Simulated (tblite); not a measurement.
C4H9ClSSi.
Structure used (GFN2-xTB), in Å, numbered top down from 1:
```xyz
16
C4H9ClSSi angstrom
C      3.0967    0.2072   -0.3180
S      1.5539    0.4178   -1.2612
Si     0.0972    0.4294    0.3272
Cl     0.8588    1.3886    1.9469
C     -1.6705    0.8802   -0.2152
C     -2.1965   -0.4774    0.2937
C     -0.8816   -1.1683    0.7151
H      3.1630    0.9747    0.4453
H      3.1198   -0.7810    0.1290
H      3.9086    0.3133   -1.0291
H     -2.1314    1.7321    0.2765
H     -1.8016    1.0074   -1.2860
H     -2.8660   -0.3494    1.1419
H     -2.7260   -1.0315   -0.4783
H     -0.6464   -2.0271    0.0913
H     -0.8855   -1.5071    1.7482
```

Method: GFN2-xTB as coded in tblite; computed harmonic values from a numerical Hessian at the method's own geometry, unscaled. Errors from tens to a few hundred cm⁻¹ against measured bands are possible. One conformer, not necessarily the lowest.

Harmonic wavenumbers (cm⁻¹): 30.2, 37.0, 101.4, 121.0, 126.6, 147.6, 172.4, 215.0, 359.4, 511.3, 588.6, 670.1, 706.0, 724.4, 725.5, 828.0, 872.8, 947.3, 957.9, 984.8, 1008.9, 1053.0, 1179.7, 1181.8, 1210.2, 1214.1, 1284.2, 1318.8, 1447.7, 1453.8, 1460.3, 1464.7, 1494.0, 2997.8, 3013.3, 3015.1, 3022.1, 3025.5, 3031.6, 3040.4, 3049.5, 3064.5.

A = 1920, B = 1169, C = 874.7 MHz; mass 151.988 u (most abundant isotopes); point group C1, symmetry number 1.

Problem. Zero-point energy?

Solution. ½Σν̃ = 26929 cm⁻¹ = 322.14 kJ/mol.

Problem. Entropy at 350 K, 1 bar (ideal gas, RRHO, classical rotation)?

Solution. Translation 174.84, rotation 125.36, vibration 155.12: S = 455.3 J/(mol K).

Problem. And Cp and H(350 K) − H(0)?

Solution. Cp = 164.11 J/(mol K), of which vibrations give 130.85 (their classical limit is 42 R = 349.2); H(350 K) − H(0) = 37.04 kJ/mol without the zero-point energy, 25.40 from vibrations.

Problem. What must be added to the electronic energy to get the Gibbs energy at 350 K and 1 bar?

Solution. ZPE + [H(350 K) − H(0)] − T·S = 322.14 + 37.04 − 159.36 = 199.82 kJ/mol.

Problem. Blend soft modes into free rotors: weight 1/[1 + (100 cm⁻¹/ν̃)⁴] for the oscillator and the rest for a rotor with moment μB/(μ + B), μ = h/(8π²ν), B = 10⁻⁴⁴ kg m². What vibrational entropy results?

Solution. 136.74 J/(mol K) in place of 155.12, which changes −T·S at 350 K by +6.43 kJ/mol.

Problem. Which modes carry the vibrational entropy at 350 K?

Solution. 30.2 cm⁻¹: 25.67; 37.0 cm⁻¹: 23.98; 101.4 cm⁻¹: 15.65; 121.0 cm⁻¹: 14.21; 126.6 cm⁻¹: 13.84; 147.6 cm⁻¹: 12.60 J/(mol K); the other 36 give 49.18 together.

Problem. How do the functions run with temperature in this model?

Solution. 
```
T (K)  S (J/(mol K))  Cp (J/(mol K))  H − H(0) (kJ/mol)  G − H(0) (kJ/mol)  ln q(vib)
  100          310.5            86.1               6.17             -24.88       2.83
  200          378.8           114.4              16.19             -59.58       5.96
  300          431.3           147.4              29.25            -100.15       8.66
  500          521.5           207.7              65.07            -195.69      13.54
  800          632.8           265.2             136.78            -369.46      20.13
 1000          694.8           290.3             192.46            -502.37      24.12
```

q(vib) and H(0) count from the zero-point level.

Hindered rotation and anharmonicity are outside this model. Other conformers, if any are populated, would add a mixing term that is left out. The structure is chiral; the term R ln 2 for an equal mix with its mirror image is left out.
